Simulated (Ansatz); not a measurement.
Ansatz (a quantum-chemistry and plane-wave program) input (PBE0/def2-QZVPP):
A basis named .json is the Basis Set Exchange file of that set.

Ansatz 0.2 input:
```yaml
crystal:
  periodic: [false, false, false]
  atoms:
    - {symbol: F, position_ang: [-0.09631179, 2.22161096, 0.44390524]}
    - {symbol: C, position_ang: [0.05654232, 1.00127400, 0.18223807]}
    - {symbol: C, position_ang: [1.16265498, 0.22081775, -0.16497726]}
    - {symbol: F, position_ang: [2.40649592, 0.45705478, -0.34147457]}
    - {symbol: C, position_ang: [0.36165374, -0.92184793, -0.24157884]}
    - {symbol: F, position_ang: [0.59363845, -2.12715598, -0.51447441]}
    - {symbol: C, position_ang: [-0.93228496, -0.17706463, 0.13228845]}
    - {symbol: F, position_ang: [-1.48041633, -0.51891458, 1.28886810]}
    - {symbol: F, position_ang: [-1.85578364, -0.11471465, -0.81547130]}
basis:
  gaussian:
    orbitals: def2-QZVPP.json
hamiltonian:
  xc: {name: PBE0}
total_charge: 1
```

End of the output:

```
integrals: 0.81 GiB planned
1603 factors; their error is unknown
mean field: 5.91 GiB planned
mean field evaluation 1: about -17706.5460 eV, gradient 6.0e1 eV
mean field evaluation 2: about -17706.7966 eV, gradient 6.1e1 eV
mean field evaluation 4: about -17711.1973 eV, gradient 2.2e0 eV
mean field evaluation 8: about -17711.2094 eV, gradient 4.7e-2 eV
mean field evaluation 16: about -17711.2210 eV, gradient 3.5e-4 eV
mean field -17711.22099711 eV, -650.8753665469 hartree, gradient 4.5e-5 eV, S^2 0.000000; 0 other end points of the search recorded, 0 dependent functions left out
reference -17711.22102358 eV, -650.8753675198 hartree; 34, 34 occupied and 479, 479 virtual orbitals, 1603 factors
Total energy: -17711.22102358 eV, -650.8753675198 hartree
```
